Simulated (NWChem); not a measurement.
GeH2, singlet; SMILES [GeH2]

All runs: NWChem. Low-valent species are run as closed-shell singlets; no triplet was tried in these runs. Structure relaxed at the PBE0/def2-SVP level. Level: PBE0/aug-cc-pVDZ; rows give the wavelength of the field.

For field static:

isotropic polarisability (bohr³): 38.4

**Question.** Estimate the same quantities for field 1065 nm.

**Answer.** The isotropic polarisability (bohr³) is 39.5.
